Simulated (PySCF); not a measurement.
PySCF 2.14 output of an unrestricted r2SCAN0 calculation on a single atom or ion in aug-cc-pwCVDZ-PP with ECP28MDF (6s6p5d3f, 70 functions), with a scalar-relativistic core potential:

```
SCF conv_tol = 1e-09
number electrons alpha = 9  beta = 8
    M. Bursch, H. Neugebauer, S. Ehlert, and S. Grimme.,  J. Chem. Phys. 156, 134105 (2022)
cycle= 1 E= -145.851500061089  delta_E= -0.00372  |g|= 0.0172  |ddm|= 0.224
cycle= 2 E= -145.851549461397  delta_E= -4.94e-05  |g|= 0.0117  |ddm|= 0.0371
cycle= 3 E= -145.851578487232  delta_E= -2.9e-05  |g|= 0.0016  |ddm|= 0.0145
cycle= 4 E= -145.851579786822  delta_E= -1.3e-06  |g|= 0.000298  |ddm|= 0.0027
cycle= 5 E= -145.851579933143  delta_E= -1.46e-07  |g|= 6.26e-05  |ddm|= 0.00107
cycle= 6 E= -145.851579938971  delta_E= -5.83e-09  |g|= 4.34e-06  |ddm|= 0.00026
cycle= 7 E= -145.85157993899  delta_E= -1.9e-11  |g|= 3.78e-07  |ddm|= 1.69e-05
converged SCF energy = -145.85157993899  <S^2> = 0.75162073  2S+1 = 2.0016201
```

The run itself started from symmetry-adapted Hartree-Fock orbitals and held the occupation by maximum overlap, on a logarithmic radial grid, so the iterations belong to that start.

Q: Which element, charge and spin multiplicity is this?

A: Ag²⁺ (silver, charge +2), multiplicity 2; the state was [Kr] 4d9, 2D determinant.

Energies and moments cover only the electrons outside the core potential.
